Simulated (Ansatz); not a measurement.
Reaction 2 R1 → P1, each structure at its B3LYP-D3(BJ)/def2-SVP stationary point, reached from a drawn start (curvature not checked).
R1: GaI3 (SMILES [I][Ga]([I])[I]), charge 0, multiplicity 1.
P1: Ga2I6 (SMILES [I][Ga-]1([I])[I+][Ga-]([I])([I])[I+]1), charge 0, multiplicity 1.

P less R. No zero-point or thermal terms; no spin–orbit coupling.

Correlated levels freeze the cores. In cc and def2 sets filled d and f shells under p-block atoms count as core.

Run with Ansatz (a first-principles code). Each number belongs to the level named beside it. Elements past Kr take the def2 small-core potentials, without spin–orbit coupling.

Total energies in hartree:

| structure | PBE/def2-TZVPP | r2SCAN/def2-TZVPP | CCSD(T)/def2-SVP |
|---|---|---|---|
| R1 | -2817.821017 | -2818.489464 | -2813.519354 |
| P1 | -5635.664507 | -5637.006807 | -5627.060616 |

### Question
Work out the reaction energy at each level in kJ/mol (1 hartree = 2625.49964 kJ/mol), and say how far PBE/def2-TZVPP lies from CCSD(T)/def2-SVP.

### Answer
- PBE/def2-TZVPP: (-5635.664507) − 2 × (-2817.821017) = -0.022473 hartree = -59.0 kJ/mol
- r2SCAN/def2-TZVPP: (-5637.006807) − 2 × (-2818.489464) = -0.027879 hartree = -73.2 kJ/mol
- CCSD(T)/def2-SVP: (-5627.060616) − 2 × (-2813.519354) = -0.021908 hartree = -57.5 kJ/mol
PBE/def2-TZVPP less CCSD(T)/def2-SVP: -1.5 kJ/mol. CCSD(T)/def2-SVP is the level counted from, the highest shown, and no exact or measured value.
